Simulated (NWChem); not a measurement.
System: C₄H₆S; SMILES C=C1CCS1

```xyz
11

C      0.2481    -2.0775     0.0000
C     -0.0385    -0.7765     0.0000
C     -1.3382    -0.0053     0.0000
C     -0.6872     1.3912     0.0000
S      1.0007     0.6613     0.0000
H     -0.5574    -2.8165     0.0000
H      1.2781    -2.4408     0.0000
H     -1.9568    -0.2024     0.8898
H     -1.9568    -0.2024    -0.8898
H     -0.8813     1.9970     0.8961
H     -0.8813     1.9970    -0.8961
```
Atoms are numbered in this order, from 1.

Level: PBE0/def2-SVP (NWChem), optimised geometry, unscaled harmonic frequencies. 

| frequency (cm⁻¹) | IR intensity (km/mol) |
|---|---|
| 65 | 0.2 |
| 333 | 0.3 |
| 426 | 8.3 |
| 559 | 1.0 |
| 660 | 0.2 |
| 679 | 16.4 |
| 767 | 3.8 |
| 792 | 0.5 |
| 849 | 49.7 |
| 902 | 0.3 |
| 958 | 0.7 |
| 999 | 0.1 |
| 1089 | 0.0 |
| 1165 | 30.0 |
| 1208 | 0.1 |
| 1241 | 2.4 |
| 1271 | 1.3 |
| 1399 | 0.8 |
| 1433 | 5.1 |
| 1471 | 0.0 |
| 1742 | 94.0 |
| 3079 | 12.5 |
| 3103 | 25.1 |
| 3137 | 2.7 |
| 3171 | 0.1 |
| 3174 | 6.4 |
| 3274 | 1.1 |

```json
{
  "zero_point_energy": "55.6 kcal/mol",
  "thermal correction to the enthalpy at 298.15 K (with zero-point energy)": "59.5 kcal/mol",
  "heat capacity Cv": "18.5 cal/(mol K)",
  "entropy at 298.15 K and 1 atm (symmetry number 1)": "74.0 cal/(mol K)",
  "dipole_moment": "1.85 D"
}
```

Rigid rotor and harmonic oscillator; modes under 100 cm⁻¹ make the entropy uncertain.
